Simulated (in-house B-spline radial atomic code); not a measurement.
The nickel ion Ni²⁺: [Ar] 3d8

Level of theory: non-relativistic BP86, spin-polarised, spherical fractional occupations, point nucleus; calculated with an all-electron radial atomic-structure program (B-spline basis).

Effective charges: Z_r = [3n² - l(l+1)]/(2<r>) from the radius, Z_e = n√(-2ε) from the energy, and Slater's rules. Values are occupation-weighted means over spin.

```tsv
shell	electrons	ε (eV)	<r> (bohr)	Z_r	Z_e	Slater
1s	2	-8144.4	0.05483	27.36	24.47	27.70
2s	2	-982.24	0.2483	24.17	16.99	23.85
2p	6	-859.93	0.2166	23.08	15.90	23.85
3s	2	-127.5	0.7506	17.99	9.18	16.75
3p	6	-90.189	0.7834	15.96	7.72	16.75
3d	8	-28.784	0.9617	10.92	4.36	7.55
```

The least bound orbital is 3d down at -27.53 eV, and it is also the most diffuse (<r> = 0.9741 bohr).
